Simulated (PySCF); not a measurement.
Parent: `[CH3:1][B:2]([F:3])[F:4]`, CH3BF2.

Method used: PBE0-D3(BJ)/def2-SVP geometry optimisation, gas phase (PySCF 2.14.0). One conformer each, not checked by frequencies here.

```tsv
coordinate of the parent	value
C1–B2	1.558 Å
B2–F3	1.323 Å
B2–F4	1.323 Å
C1–B2–F3	122.9°
C1–B2–F4	121.2°
F3–B2–F4	115.9°
```

Task: How does the shared frame change in `[F:1][B:2]([F:3])[CH2:4][n:5]1[cH:6][cH:7][cH:8][cH:9]1` with F1–B2–C4–N5 -1°, B2–C4–N5–C6 -79°, C5H6BF2N? Atoms pair as C1 = C4, B2 = B2, F3 = F1, F4 = F3 (parent first).

Result: 
```
  parent  relative  value in the relative  change
   C1–B2     C4–B2                1.573 Å  +0.015
   B2–F3     B2–F1                1.313 Å  -0.010
   B2–F4     B2–F3                1.319 Å  -0.004
C1–B2–F3  C4–B2–F1                 122.6°    -0.3
C1–B2–F4  C4–B2–F3                 119.6°    -1.6
F3–B2–F4  F1–B2–F3                 117.8°    +1.9
```

Of the parent's bonds, C1–B2 changes most (+0.015 Å). Bonds of the relative outside the shared frame: C4–N5 1.441, N5–C6 1.368, C6–C7 1.379, C7–C8 1.420, C8–C9 1.379, N5–C9 1.368 Å.
